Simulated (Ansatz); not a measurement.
Geometry optimisation, UKS B3LYP-D4/def2-SVP (Ansatz).

Input:

```yaml
crystal:
  periodic: [false, false, false]
  atoms:
    - { symbol: Ge, position_ang: [-0.015893, 0.0, 0.01759] }
    - { symbol: H, position_ang: [-0.495552, 0.0, 1.488566] }
    - { symbol: H, position_ang: [1.487379, 0.0, -0.276544] }
    - { symbol: F, position_ang: [-0.732007, 1.37965, -0.751276] }
    - { symbol: F, position_ang: [-0.732007, -1.37965, -0.751276] }
    - { symbol: Cl, position_ang: [0.367081, 0.0, 3.90794] }
magnetization:
  spin_polarized: true
  initial_magnetization: 1
basis:
  gaussian: { orbitals: def2-SVP }
hamiltonian:
  xc: b3lyp
  dispersion: d4
relax:
  f_tol: 0.03
  max_steps: 50
output:
  orbitals: {}
```

Command:

```bash
$ ansatz run input.yaml --threads 4 --pin off --max-ram 5120MiB --backend cpu --events-out ev --progress --plain --runs-dir out
```

Problem. Where does it end, and by what steps?

Solution. The run converged. The force dipped under the threshold on the way, but the program's further checks kept it going. After 29 steps the energy has fallen by 0.691 eV; H2 moved furthest, 1.93 Å. Parted: Ge1–H2 (1.55 → 3.72 Å). Joined: H2–Cl6 (2.57 → 1.29 Å).

```
step  energy less start (eV)  largest force component (eV/Å)  accepted
   0                  0.0000                           0.176       yes
   2                 -0.0616                           0.427       yes
   4                 -0.1707                           0.829       yes
   6                 -0.3224                           0.619       yes
   8                 -0.5161                           0.700       yes
  10                 -0.6000                           0.263       yes
  12                 -0.6100                           0.140       yes
  14                 -0.6256                           0.440       yes
  16                 -0.6387                           0.138       yes
  18                 -0.6639                           0.255       yes
  20                 -0.6723                           0.147       yes
  22                 -0.6862                           0.040       yes
  24                 -0.6867                           0.232        no
  26                 -0.6872                           0.272        no
  28                 -0.6909                           0.034       yes
  29                 -0.6910                           0.016       yes
```

```xyz
6
Properties=species:S:1:pos:R:3
Ge -0.094 0.000 -0.260
H -0.804 0.000 3.392
H 1.480 0.000 -0.256
F -0.588 1.378 -1.221
F -0.588 -1.378 -1.221
Cl 0.473 0.000 3.202
```

Whether the end is a true minimum wasn't checked by a vibrational analysis.

Time of the run: 60 s on 4 threads of Arm Neoverse V1 (shared host), peak memory 0.32 GiB.
